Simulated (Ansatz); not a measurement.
Reaction (redistribution): `C[N](C)[Sc]([F])[N](C)C` + `CC(C)[O][Sn][Cl]` → `C[N](C)[Sc]([Cl])[N](C)C` + `CC(C)[O][Sn][F]`

Computed with Ansatz on PBE0-D4/def2-TZVP structures; ΔE is electronic, products minus reactants. CCSD(T)/CBS is the MP2 limit (def2-TZVPP, def2-QZVPP) plus CCSD(T) − MP2 in def2-TZVPP, frozen cores. DFT in def2-TZVPP. Elements past krypton have def2 core potentials. For Sc, Sn outer-core shells are correlated without core-valence functions, which leaves a few kJ/mol of doubt a bond. Scalar relativity is left out up to krypton. Each species was taken in one conformer, which may not be the lowest.

Is it downhill or uphill in electronic energy at CCSD(T)/CBS, and by how much? (Estimate.)

Computed: Uphill: ΔE = +20.8 kJ/mol.

What do these levels give: PBE-D4, ωB97M-V, B2PLYP, r2SCAN, SCS-MP2/def2-TZVPP, MP2/CBS(def2)? (Estimate.)

Ansatz gave: PBE-D4 29.7, ωB97M-V 24.0, B2PLYP 24.7, r2SCAN 24.3, SCS-MP2/def2-TZVPP 23.4, MP2/CBS(def2) 22.1 kJ/mol.

Largest T1 diagnostic among the species: 0.016.
